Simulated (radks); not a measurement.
Values are calculated unless marked as measured or tabulated.
All-electron atom: Rh4+ in [Kr] 4d5. Code: a radial shooting solver on a logarithmic mesh with Libxc functionals. Model: Dirac Kohn-Sham, BP86, spin-unpolarised, spherical densities, finite nucleus; open shells are shared between the two j in proportion to 2j + 1; Fermi nuclear charge, rms radius 4.4945 fm.

Normalised radial functions P(r) = r R(r) (large component), r in bohr:

```
   r/bohr * 4p3/2 (the largest magnitude, 1.08, reaches the edge; | marks zero)
 0.002254                             *
 0.003444                             *
 0.005263                             *
 0.008042                             |*
  0.01229                             |*
  0.01878                             |  *
  0.02869                             |    *
  0.04384                             |      *
    0.067                             |         *
   0.1024                             |       *
   0.1564                            *|
    0.239                *            |
   0.3653                 *           |
   0.5582                             |        *
   0.8529                             |                          *
    1.303                             |                    *
    1.976                             |      *
    3.019                             |*
    4.613                             *
    7.049                             *
```

4p3/2: eigenvalue -101.01 eV, 2 radial nodes at r = 0.149, 0.476 bohr, <r> = 1.06 bohr, 90 % of the charge inside 1.56 bohr.
